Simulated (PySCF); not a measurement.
Static response to an electric field

C6H11FSi.
SMILES with atom numbers: `[CH3:1][CH2:2][C@@H:3]1[CH:4]=[CH:5][C@@H:6]([F:7])[SiH2:8]1` (hydrogens: H9, H10, H11 on C1; H12, H13 on C2; H14 on C3; H15 on C4; H16 on C5; H17 on C6; H18, H19 on Si8)

Structure used (GFN2-xTB), in Å, numbered top down from 1:
```xyz
19
C6H11FSi angstrom
C      2.5766   -0.5709   -0.0355
C      1.4458    0.4358   -0.2193
C      0.2397    0.1631    0.6930
C     -0.4439   -1.1304    0.3450
C     -1.6763   -1.1126   -0.1344
C     -2.3556    0.2122   -0.3043
F     -3.6075    0.1952    0.3106
Si    -1.1504    1.4715    0.5148
H      2.2676   -1.5668   -0.3427
H      2.8868   -0.6104    1.0071
H      3.4371   -0.2841   -0.6364
H      1.8251    1.4366   -0.0003
H      1.1173    0.4266   -1.2611
H      0.6190    0.0913    1.7180
H      0.0965   -2.0550    0.4868
H     -2.2287   -2.0040   -0.3920
H     -2.5725    0.4035   -1.3630
H     -0.8062    2.5635   -0.3969
H     -1.6801    1.9442    1.7907
```

Level: PBE0/def2-SVPD (PySCF), static field, nuclei fixed, core orbitals frozen in the response. The polarisability tensor in these axes (au):

```
x   112.56  -3.48   2.79
y    -3.48  94.71   2.39
z     2.79   2.39  78.78
```

**Question.** Diagonalise the tensor; give its mean and Δα, where Δα² is half the sum of the squared differences of the eigenvalues.

**Answer.** Principal values 78.11, 94.57 and 113.37 au; mean 95.35 au = 14.13 Å³ = 15.72 × 10⁻⁴⁰ C²·m²/J; Δα = 30.56 au (32 % of the mean).

**Question.** What is the dipole moment, and where does it point?

**Answer.** (2.40, -0.10, -0.54) D, 2.46 D in size, pointing from the negative to the positive side. Measured along this direction, the outermost atoms are F7 at the negative end and H11 at the positive end.

**Question.** What would n − 1 = 2πNα be for an ideal gas of these molecules at 350 K and 1 atm, electronic part alone?

**Answer.** N = p/kT = 2.0968 × 10¹⁹ cm⁻³, so n − 1 = 2π × N × 14.13 × 10⁻²⁴ cm³ = 1862 × 10⁻⁶ at long wavelengths, for an ideal gas.

**Question.** Estimate the molar refractivity from the static electronic polarisability.

**Answer.** Lorentz–Lorenz: R = (4π/3)N_A α = 2.5225 cm³/(mol·Å³) × 14.13 Å³ = 35.6 cm³/mol, in the limit of long wavelengths.

**Question.** In a dilute gas of rigid molecules at 273 K, how does the orientational term μ²/3kT compare with the electronic polarisability?

**Answer.** In Gaussian units μ²/3kT = 53.51 Å³ against 14.13 Å³, a ratio of 3.79; the Debye molar polarisation (4π/3)N_A(α + μ²/3kT) is 170.6 cm³/mol, leaving out the vibrational part.

**Question.** Traceless (Buckingham) quadrupole moment about the centre of nuclear charge: eigenvalues?

**Answer.** -8.99, 3.79, 5.20 D·Å. The values depend on the origin, since the dipole doesn't vanish. The electronic extent ⟨r²⟩ about the same centre is 1367 bohr², a root-mean-square distance of 2.34 Å for the 70 electrons.

Geometry: GFN2-xTB, one conformer, isolated molecule.
